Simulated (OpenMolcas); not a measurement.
Ag6+: effect of the IPEA shift

```json
{"Program": "OpenMolcas", "Basis": "ANO-RCC-VTZP [7s6p4d2f1g]", "Scalar Hamiltonian": "DKH2, point nucleus", "Active space": "5 electrons in 5 orbitals (4d)", "State averaging": "2S+1 = 6 even, 1 root; 2S+1 = 4 even, 24 roots kept (CI in the orbitals of an earlier block); 2S+1 = 2 even, 75 roots kept (CI in the orbitals of an earlier block)", "Spin-orbit coupling": "RASSI with atomic mean-field integrals over the reference wave functions, term energies averaged over their components"}
```

Methods on the same reference wave functions:
A. CASSCF
B. MS-CASPT2, IPEA 0 Eh, imaginary shift 0.1 Eh (closed shells correlated: 4s 4p)
C. MS-CASPT2, IPEA 0.25 Eh, imaginary shift 0.1 Eh (closed shells correlated: 4s 4p)

Energies in cm-1 above 4d5 6S 5/2, the measured ground level; measured values from the list in Gamrath, thesis, University of Mons (2023).

```tsv
Level	A	B	C	Measured
4d5 6S 5/2	0.0	0.0	0.0	0.0
4d5 4G 5/2	34994	31320	31440	29390
4d5 4G 7/2	35707	32230	32320	30378
4d5 4G 11/2	35895	32500	32590	30662
4d5 4G 9/2	36103	32710	32790	30907
4d5 4P 3/2 [55 %]	39852	34850	35030	32994
4d5 4P 1/2 [68 %]	41280	36380	36570	34605
4d5 4D 7/2	43847	38370	38500	36485
4d5 4D 1/2 [69 %]	45685	40410	40570	38685
4d5 4D 5/2 [56 %]	46375	41040	41230	39299
4d5 4D 3/2 [55 %]	46648	41460	41630	
4d5 2I 11/2	50883	46870	47160	44011
4d5 2I 13/2	52189	48320	48590	45546
4d5 2D 3/2(1) [54 %]	57178	50540	50880	
4d5 4F 9/2 [63 %]	58471	51900	52120	49104
4d5 4F 5/2	60235	53750	53910	51049
4d5 2F 7/2(1) [53 %]	61934	55640	55960	
4d5 2H 9/2 [51 %]	62758	56680	57040	
4d5 4F 3/2 [54 %]	62903	56320	56590	
4d5 2G 7/2(1)	65866	58710	59190	
4d5 2H 11/2	66135	60780	61200	57962
4d5 2F 7/2(2)	70628	62450	62900	59792
4d5 2S 1/2	76763	66500	67220	
4d5 2D 3/2(2)	85222	75000	75630
```

Deviations, from unrounded energies. A percentage is the sum of absolute deviations over the sum of measured energies, with the sign that they share, or ± where signs differ.

| Against measurement | Levels | A | B | C |
| --- | --- | --- | --- | --- |
| mean absolute deviation (cm-1) | 15 | 7200 | 2200 | 2400 |
| other terms of the ground configuration (%) | 15 | +17.6 | +5.4 | +5.9 |

B lies closest to measurement on these levels and A furthest from it. The largest miss of B in the table is 4d5 2I 11/2, by +2900 cm-1. The ranking rests on the paired levels alone, and a cruder setting can come out closer through cancelling errors.

Between B and C the level of the table that moves most is 4d5 2S 1/2, by 720 cm-1 (lowest in B, highest in C). Moves below CASPT2's spread within the term are not significant.

The mean deviations of B to C differ by less than CASPT2's widest spread within a term (680 cm-1), so their order carries little weight.

From A to B the spin-free energies of the other terms of 4d5 shown, above 6S, scale by factors of 0.86 to 0.92, as is usual when dynamic correlation screens the repulsion within a d or f shell.

The lowest spin-free term lies below A's lowest term by 0.323 hartree in B, 0.314 hartree in C.

CASPT2 breaks the degeneracy within a term, and the mean is taken; among the terms shown or strongly mixed into the levels shown the widest spread is 680 cm-1 (4d5 4F, C). Terms from blocks run as CI alone lack orbitals of their own. Without dynamic correlation excited terms often stand tens of per cent too high (terms of higher spin than the ground term too low), and those without a measured partner can miss by more than the paired ones (holds for A). Blocks of more than 70 roots (2S+1 = 2 even) ran without multistate coupling (holds for B; C). Some levels mix across a computed gap that differs much from the measured one, so their mixing is not that of the real levels (holds for C). Measured partners are found by configuration, term and J. A level has none where our copy of the source lacks it or the pairing is in doubt (some pairs that miss far off the trend of their configuration count as doubtful), and it then counts in no deviation. Only configurations of the active space appear. The table leaves out levels that lie high or whose names do not pair safely across all columns.

A share in square brackets marks a mixed level and gives the weight of the term that names it, the lowest over the columns. A number in round brackets counts repeated terms of one configuration in the order of the reference energies.
